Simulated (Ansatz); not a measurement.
`[CH3][Re](=[O])(=[O])=[O]`. Charge 0, multiplicity 1. Correlated methods include outer-core shells of Re, which these sets cover unevenly. Re: def2 effective core potential.

| atom | x (Å) | y (Å) | z (Å) |
| --- | --- | --- | --- |
| C1 | 0.829 | -0.169 | 0.668 |
| Re2 | -0.766 | 0.156 | -0.617 |
| O3 | -1.238 | -1.376 | -1.169 |
| O4 | -1.964 | 0.917 | 0.311 |
| O5 | -0.170 | 1.146 | -1.858 |
| H6 | 0.499 | -0.805 | 1.491 |
| H7 | 1.635 | -0.660 | 0.119 |
| H8 | 1.175 | 0.791 | 1.056 |

Problem. Give the diagnostics of a CCSD(T)/def2-TZVPP run (frozen core, Ansatz 0.2.0). (Best estimate.)

Solution. The calculation gave: T1 = 0.0235, largest single amplitude 0.056, largest double 0.028, (T) share of the correlation energy 6.0 %, 12 CCSD cycles. The RHF solution is stable towards an unrestricted one. T1 lies over the customary mark of 0.02 for closed shells; compounds of d metals often pass it without a breakdown.
